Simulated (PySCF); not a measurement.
Energies from PySCF, thermal terms from the rigid-rotor harmonic-oscillator model, ideal gas at 1 bar. 'Table' is the NASA 1993 thermochemical table (part measured, part estimated). All species are closed-shell singlets. The harmonic model lacks anharmonicity and excited electronic states, which grow with temperature; levels with a mode under 35 cm⁻¹ are left out. The table's entry may be an old estimate for LiOH (not checked at source).

Harmonic frequencies at PBE/def2-SVP (cm⁻¹): 435, 435, 1030, 3888. Point group C∞v; S°(298 K) = 206.8 J/mol/K at this level.

Question: Work out Cp and S° of gaseous LiOH at 500, 800, 1200, 1600, 2000 K from these, and set them beside the table.

Answer: 
```tsv
T (K)	Cp PBE/def2-SVP	Cp table	S° PBE/def2-SVP	S° table
500	47.9	50.7	230.2	235.8
800	51.6	53.1	253.6	260.2
1200	54.4	55.4	275.1	282.2
1600	56.5	57.3	291.1	298.4
2000	58.0	58.6	303.8	311.4
```
Units J/mol/K.
